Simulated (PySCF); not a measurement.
BiF3, triplet, geometry from GFN2-xTB (such geometries of metal compounds can be far from the true shape) (a higher spin typed on purpose: for a closed-shell molecule this is an excited state) (core potentials on Bi). Base run: PBE0/def2-SVP (PySCF).

Here is a job for PySCF.
```python
from pyscf import gto, scf, dft

mol = gto.Mole()
mol.atom = '''
    Bi   -0.00000000    0.00000000   -0.00000000
    F    -1.77486950   -1.33957327    0.04220613
    F    -0.27034194    2.20655081    0.06669640
    F     2.04521144   -0.86697754   -0.10890253
'''
mol.basis = 'def2-svp'
mol.ecp = {'Bi': 'def2-svp'}
mol.spin = 2
mol.verbose = 4
mol.build()

mf = dft.UKS(mol)
mf.xc = 'pbe0'
mf.kernel()
mf.analyze()
```

The base run was repeated with changes; each row names its change, and settings that it needs were set with it.

| change | ΔE vs base (mEh) | fitting functions | outcome |
|---|---|---|---|
| base | 0.000 | - | converged |
| auxbasis = autoaux | 0.002 | 548 | converged |
| auxbasis = def2-svp-ri | - | - | input refused |
| auxbasis = def2-universal-jfit | 741.8 | 205 | converged |
| auxbasis = default (with mf = mf.density_fit()) | 0.028 | 482 | converged |
| auxbasis = def2-tzvp-ri | - | - | input refused |
| auxbasis = cc-pvdz-jkfit | - | - | input refused |
| only_dfj = on; auxbasis = def2-universal-jfit | -0.210 | 205 | converged |
| auxbasis = even-tempered beta=3.0 | 3.864 | 371 | converged |
| auxbasis = cc-pvtz-jkfit | - | - | input refused |

A fitting set is made for a task (jfit for Coulomb, jkfit for Coulomb and exchange, ri for correlation) and for a family of orbital bases.

Open shells are given as the SCF converged; they aren't shown to be the lowest states, and a large step between rows can be another state.

- auxbasis = def2-svp-ri: ended with `pyscf.lib.exceptions.BasisNotFoundError: Basis set not found for Bi in def2-svp-ri`
- auxbasis = def2-tzvp-ri: ended with `pyscf.lib.exceptions.BasisNotFoundError: Basis set not found for Bi in def2-tzvp-ri`
- auxbasis = cc-pvdz-jkfit: ended with `pyscf.lib.exceptions.BasisNotFoundError: Basis set not found for Bi in cc-pvdz-jkfit`
